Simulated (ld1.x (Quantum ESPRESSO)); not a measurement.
boron, TM: configuration errors across variants

boron (B), norm-conserving Troullier–Martins (Kleinman–Bylander form), made with ld1.x (Quantum ESPRESSO) 7.5 (PBEsol, scalar-relativistic). Core [He], reference 2s1.75 2p1.25. Waves: 2s (bound): rc 1.65 bohr; 2p (bound): rc 1.75 bohr; 3d channel at 0.35 Ry: rc 1.55 bohr. Local part: all-electron potential smoothed inside 1.60 bohr (lloc = -1). Core correction: Bessel-smoothed model core inside 0.95 bohr.

All-electron excitation energies from the reference (eV): (1) 2s2 2p1 -1.452; (2) 2s2 2p0 6.687; (3) 2s1 2p0 31.949; (4) 2s2 2p1.3 -2.177; (5) 2s0 2p3 10.204; (6) 2s2 2p0.5 1.403; (7) 2s1 2p2 4.367.

1 further variants failed, have other tests or another functional or relativity, and are left out.

Errors AE − PS in meV (a dash: test not solved or not reliable):

| change | (1) | (2) | (3) | (4) | (5) | (6) | (7) | bound ghosts |
| --- | --- | --- | --- | --- | --- | --- | --- | --- |
| base | +0.1 | +21 | +78 | 0.0 | +7.8 | +3.5 | +1.3 | none |
| wave 3d channel at 0.35 Ry: rc 1.55 bohr becomes 3d channel at 1.29 Ry: rc 1.55 bohr | +0.1 | +21 | +78 | 0.0 | +7.8 | +3.5 | +1.3 | none |
| all radii but the core radius scaled by about 0.73 (s 1.20, p 1.28, d 1.14 bohr); local potential all-electron potential smoothed inside 1.16 bohr (lloc = -1) | +0.2 | +5.7 | +46 | +0.2 | +8.5 | +0.9 | +1.6 | none |
| wave 3d channel at 0.35 Ry: rc 1.55 bohr becomes 3d channel at 0.35 Ry: rc 1.64 bohr | +0.1 | +21 | +78 | 0.0 | +7.8 | +3.5 | +1.3 | none |
| core correction Bessel-smoothed model core inside 1.04 bohr | +0.1 | +20 | +76 | 0.0 | +8.0 | +3.4 | +1.3 | none |

Give the same row for: type RRKJ; local potential all-electron potential smoothed inside 1.35 bohr (lloc = -1); rho0 0.02.

+0.1, +18, +83, 0.0, +4.4, +2.8, +0.7; bound ghosts: none.
